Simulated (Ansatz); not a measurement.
A made-up structure of CH3GaO, closed shell:

```xyz
6
angstrom
O 0.3383 -2.1320 1.0951
C 0.3372 0.8924 -0.0166
Ga -0.4877 -0.9425 -0.1037
H -1.6373 -1.4486 -0.9773
H 1.2010 1.0854 -0.5999
H -0.0135 1.5694 0.7198
```

It is relaxed with PBE-D4/def2-SVP and then PBE0-D4/def2-TZVP (Ansatz 0.2.0). Atoms count as bonded within 1.22 times the sum of their covalent radii (H–H: 0.88 Å). The end point is not checked to be a true minimum.

Q: Does its bonding change? (Judge from chemistry; the calculation decides.)

A: The calculation gives: Yes. Formed: O1–C2; broken: none.

Where it ends: The first stage lowers the energy by 3.00 eV in 21 steps. It ends as CH₃GaO ([CH2]1[O][GaH]1):
```
6
angstrom
O 0.4797 -0.8638 0.7592
C 0.4461 0.4600 0.2423
Ga -0.8514 -0.7169 -0.5213
H -1.7792 -1.8559 -0.9584
H 1.3146 0.7641 -0.3460
H 0.1282 1.2366 0.9415
```

Labels in which every atom is bracketed show which atoms are joined, not bond orders.

For scale, one of the runs: PBE0-D4/def2-TZVP relaxation, 128 basis functions, launched by `ansatz run in.yaml --threads 2 --pin off --events-out ev --progress --plain --max-ram 4352MiB`. The run took about 34 s on 2 CPU threads of an Arm Neoverse V1 (shared host).
